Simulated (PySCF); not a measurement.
A structure optimised at PBE-D3(BJ)/def2-SVP, used in a PySCF frequency run:

```
Nb
O 1 1.7201
O 1 1.9157 2 109.02
H 3 0.9729 1 128.38 2 0.00
O 1 1.9157 2 109.02 3 -120.00
H 5 0.9729 1 128.38 2 0.00
O 1 1.9157 2 109.02 3 120.00
H 7 0.9729 1 128.38 2 0.00
```

**Question.** Write its SMILES, formula and point group.

**Answer.** [O]=[Nb]([OH])([OH])[OH], H3NbO4, C3v

**Question.** What are its rotational constants (standard atomic weights)?

**Answer.** 3.2561, 3.2561, 2.8334 GHz
